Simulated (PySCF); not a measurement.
Mn⁺ (manganese, charge +1) across methods

[Ar] 3d4 4s1 5s1, high-spin 7D determinant (an excited configuration). Computed with PySCF 2.14 in aug-cc-pVTZ with one added diffuse shell each of s, p, d, f, g type (9s8p6d4f3g, 118 functions), with the non-relativistic Hamiltonian (point nucleus).

```csv
method,E (hartree),mean ε 3d α (eV),mean ε 4s α (eV),mean ε 5s α (eV),Σ⟨r²⟩ (bohr²),⟨S²⟩
PBEsol,-1148.747,-26.944,-17.403,-5.678,60.35,12.000
B3LYP,-1150.140,-29.103,-18.140,-5.862,61.30,12.001
LDA,-1147.719,-27.114,-17.696,-5.698,60.19,12.000
PBE0,-1149.911,-29.706,-18.247,-6.036,61.52,12.000
UHF,-1149.07241,-37.205,-20.469,-6.682,65.08,12.001
PBE,-1149.865,-26.912,-17.338,-5.684,60.09,12.000
r2SCAN0,-1150.085,-30.235,-18.456,-5.964,61.81,12.001
```

The outer electron is Rydberg-like, and this basis confines it to a smaller radius and binds it less than a complete one would.
